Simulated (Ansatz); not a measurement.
Start from `O[SiH2]CS` and change one atom or group to get `OC[SiH2]O`.

Ansatz, PBE0-D4/def2-TZVP geometries, multiplicity 1. Each molecule was computed in one conformer, which needn't be the lowest.

```csv
property,`O[SiH2]CS`
HOMO energy (ωB97M-V/def2-TZVPP) / eV,-9.28
LUMO energy (B3LYP/def2-TZVPP) / eV,-0.15
LUMO energy (PBE0/def2-TZVPP) / eV,0.09
HOMO–LUMO gap (B3LYP/def2-TZVPP) / eV,6.69
HOMO energy (PBE/def2-TZVPP) / eV,-5.85
zero-point energy (PBE0-D4/def2-TZVP) / kJ/mol,179.7
```

(1) Give the same properties after the change, and the shifts. (Estimate.)

Results:

(1) Computed: 
| property | `OC[SiH2]O` | shift |
| --- | --- | --- |
| HOMO energy (ωB97M-V/def2-TZVPP) / eV | -9.82 | -0.54 |
| LUMO energy (B3LYP/def2-TZVPP) / eV | -0.32 | -0.17 |
| LUMO energy (PBE0/def2-TZVPP) / eV | -0.01 | -0.10 |
| HOMO–LUMO gap (B3LYP/def2-TZVPP) / eV | 6.93 | 0.24 |
| HOMO energy (PBE/def2-TZVPP) / eV | -5.93 | -0.08 |
| zero-point energy (PBE0-D4/def2-TZVP) / kJ/mol | 192.0 | 12.3 |

With PBE0 the HOMO falls by 0.39 eV and the LUMO falls by 0.10 eV, so the gap widens by about 0.29 eV. PBE moves the HOMO by -0.08 eV and ωB97M-V by -0.54 eV.

B3LYP here is the variant with VWN-RPA as its local correlation; programs differ in this.
